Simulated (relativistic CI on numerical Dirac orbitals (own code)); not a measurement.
Cu³⁺ in a cubic cluster: 3p photoemission with charge transfer

Computed with a charge-transfer multiplet model of a cubic metal-ligand cluster with up to 2 ligand holes, Slater and spin-orbit integrals from Dirac-Coulomb-Breit ions, Slater integrals scaled by 0.8. The ground state mixes d8 with configurations of k ligand holes L, whose averages lie at kΔ + k(k − 1)U_dd/2; a core hole lowers each added d electron by U_cd. 20 K, Lorentzian 0.9 eV and Gaussian 0.8 eV FWHM.

Atomic integrals in eV (Slater integrals scaled, ζ unscaled), ground: F2dd 11.066, F4dd 6.905, zeta_d 0.110; with the core hole: F2dd 11.854, F4dd 7.433, zeta_d 0.118, zeta_core 1.767, F2cd 12.445, G1cd 15.284, G3cd 9.378.

Cluster parameters (eV): Δ = 0.9, U_dd = 7.1, U_cd = 8.1, 10Dq = 0.3, 10Dq(ligand) = 0.8, final-state hopping factor = 1.

Weights, n_d and S are thermal averages at 20 K. Binding energies count from the first peak over 30 % of the highest in each spectrum, which can be another peak from case to case. The parameters are a model scan and need not match a compound or its usual spin state. Peaks in eV (height, largest 100): 0.0 (100), 6.4 (61), 12.5 (30), 15.1 (37), 19.2 (7), 22.6 (10), 24.7 (18).

Question: Which parameters give this spectrum?
A. V(eg) = 1.8 eV, V(t2g) = -0.87 eV
B. V(eg) = 3.3 eV, V(t2g) = -1.59 eV
C. V(eg) = 2.1 eV, V(t2g) = -1.01 eV
D. V(eg) = 2.4 eV, V(t2g) = -1.16 eV
E. V(eg) = 2.7 eV, V(t2g) = -1.3 eV

Answer: A. V(eg) = 1.8 eV, V(t2g) = -0.87 eV; the ground state then has 8.39 d electrons and S = 1.00. The choice follows from running the model for each set and comparing peak positions and heights.
